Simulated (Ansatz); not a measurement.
A run for Ansatz (a first-principles code): R-wB97M-V/def2-TZVPPD on H2 (SMILES [H][H]) with ghost functions, monomers drawn apart or pushed together. Files ending in .json are basis or fitting sets from the Basis Set Exchange.

Ansatz 0.2 input:
```yaml
crystal:
  periodic: [false, false, false]
  atoms:
    - {symbol: H, position_ang: [-0.22795619, -0.26022369, 6.05670327]}
    - {symbol: H, position_ang: [-0.26808459, -0.29988813, 6.79834813]}
basis:
  gaussian:
    orbitals: def2-TZVPPD.json
    ghost_atoms:
      - {symbol: Si, position_ang: [0.04975310, 0.05632914, -0.01268721]}
      - {symbol: H, position_ang: [0.11787617, 0.14422935, -1.48874344]}
      - {symbol: H, position_ang: [-1.33638392, -0.25746670, 0.40139849]}
      - {symbol: H, position_ang: [0.45894487, 1.34966639, 0.57991665]}
      - {symbol: H, position_ang: [0.95838262, -1.01139831, 0.46237679]}
hamiltonian:
  xc: {name: wB97M-V}
scf: {lower_state_search: off}
```

The head of its log:

```
WARN ansatz: RAYON_NUM_THREADS=1 ignored (pool sized by the plan → 1); use --threads N
Functional definition: wB97M-V
these checks for a lower state are left out or cut short: stability, starts, cluster_reference, orbital_swaps, neighbouring_geometries, increment
integrals: 0.05 GiB planned
628 factors; their error is unknown
integrals: 0.08 GiB planned
216 factors; integrals over basis functions are off by at most 3.3e-5 eV
mean field: 0.47 GiB planned
mean field evaluation 1: about -31.5776 eV, gradient 3.7e0 eV
mean field evaluation 2: about -31.6050 eV, gradient 2.5e-1 eV
```

What total energy does the run end on?

-1.1614 hartree.
